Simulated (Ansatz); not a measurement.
`B[SiH](Cl)[SnH3]`, 10 atoms. The species carries charge 0 and has multiplicity 1. Correlated methods include outer-core shells of Sn, which these sets cover unevenly. Sn takes the def2 core potential. All runs use 4 threads of an Arm Neoverse V2 on a shared host. Correlated methods freeze the cores.

(1) How many basis functions does each run have, and how long does it take in Ansatz? RKS revPBE-D4/def2-TZVPP energy; RKS PBE0-D4/def2-TZVP relaxation (66 steps); RHF-CCSD(T)/def2-TZVPP energy; RKS B97M-V/def2-TZVPP energy; RHF-MP2/def2-QZVPP energy; RKS ωB97M-V/def2-SVP energy; direct RPA on PBE orbitals/def2-TZVPP energy; RHF-CCSD(T)/def2-SVP energy; RKS PBE-D4/def2-TZVPP energy and forces; RKS r2SCAN-D4/def2-TZVPP energy and forces; RKS PBE0-D4/def2-QZVPP energy; RKS ωB97M-V/def2-QZVPP energy. (Best estimate.)

Results:

(1) Computed: Other jobs shared the machine, so times are rough.

```tsv
level	job	functions	wall time	peak host memory (GiB)
RKS revPBE-D4/def2-TZVPP	energy	249	1.9 s	0.36
RKS PBE-D4/def2-TZVPP	energy and forces	249	2.2 s	0.36
RHF-CCSD(T)/def2-SVP	energy	106	4 s	0.49
RKS r2SCAN-D4/def2-TZVPP	energy and forces	249	4.4 s	0.39
direct RPA on PBE orbitals/def2-TZVPP	energy	249	4.6 s	0.62
RKS ωB97M-V/def2-SVP	energy	106	4.6 s	0.36
RKS PBE0-D4/def2-QZVPP	energy	459	7.5 s	1.9
RKS B97M-V/def2-TZVPP	energy	249	8.5 s	0.45
RHF-MP2/def2-QZVPP	energy	459	16 s	2.7
RKS ωB97M-V/def2-QZVPP	energy	459	17 s	2.2
RHF-CCSD(T)/def2-TZVPP	energy	249	2.1 min	5.2
RKS PBE0-D4/def2-TZVP	relaxation (66 steps)	191	3 min	0.59
```
